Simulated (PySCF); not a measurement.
# How the method moves the HOMO and LUMO of `C=CCBP`

Compound: C3H8BP.
Atom-mapped SMILES: `[CH2:1]=[CH:2][CH2:3][BH:4][PH2:5]` (hydrogens: H6, H7 on C1; H8 on C2; H9, H10 on C3; H11 on B4; H12, H13 on P5)

Structure used (PBE0-D3(BJ)/def2-SVP), in Å, numbered top down from 1:
```
atom  x, y, z in Å
C1     1.993   -0.364    0.944
C2     1.275   -0.251   -0.176
C3     0.269    0.812   -0.471
B4    -1.244    0.388   -0.536
P5    -1.826   -1.395   -0.417
H6     2.692   -1.191    1.092
H7     1.909    0.369    1.753
H8     1.401   -1.016   -0.953
H9     0.331    1.640    0.260
H10    0.483    1.296   -1.446
H11   -2.072    1.226   -0.821
H12   -1.031   -1.914    0.639
H13   -3.072   -1.271    0.252
```

Basis pcSseg-2 throughout (PySCF), one geometry. Isolated species at its PBE0-D3(BJ)/def2-SVP geometry (one conformer only).

Task: How do the orbital energies, the gap and the dipole change with the method?

Result: 
```tsv
method	kind	HOMO (eV)	LUMO (eV)	gap (eV)	μ (D)	SCF cycles
BLYP	GGA	-6.02	-2.17	3.85	0.55	15
B97-D	GGA	-6.12	-2.15	3.97	0.62	16
OPBE	GGA	-6.15	-2.20	3.94	0.67	16
KT3	GGA	-6.19	-2.26	3.93	0.60	16
PBE	GGA	-6.19	-2.33	3.85	0.60	16
KT2	GGA	-6.19	-2.33	3.87	0.60	16
BP86	GGA	-6.27	-2.40	3.88	0.61	16
LDA	LDA	-6.33	-2.54	3.80	0.61	15
B97-2	global hybrid	-7.02	-1.39	5.63	0.71	14
B3LYP	global hybrid	-7.05	-1.59	5.46	0.64	14
PBE0	global hybrid	-7.27	-1.40	5.87	0.71	14
mPW1PW91	global hybrid	-7.28	-1.40	5.89	0.71	14
BHandHLYP	global hybrid	-8.21	-0.36	7.85	0.76	12
CAM-B3LYP	range-separated hybrid	-8.55	-0.29	8.26	0.73	12
wB97X-D	range-separated hybrid	-9.10	0.43	9.53	0.78	13
HF	Hartree–Fock	-9.67	2.01	11.68	0.93	11
LC-wPBE	range-separated hybrid	-9.89	0.82	10.71	0.85	14
```

The HOMO spans 3.87 eV, from BLYP down to LC-wPBE, and the gap runs from 3.80 eV (LDA) to 11.68 eV (HF). Over the methods BLYP (0 %), B97-D (0 %), OPBE (0 %), KT3 (0 %), PBE (0 %), KT2 (0 %), BP86 (0 %), LDA (0 %), B97-2 (21 %), B3LYP (20 %), PBE0 (25 %), mPW1PW91 (25 %), BHandHLYP (50 %), HF (100 %), a straight line through the gap against the share of exact exchange rises by 0.78 eV for each 10 % (correlation coefficient 1.000). The dipole ranges from 0.55 D (BLYP) to 0.93 D (HF). This basis has no diffuse functions.
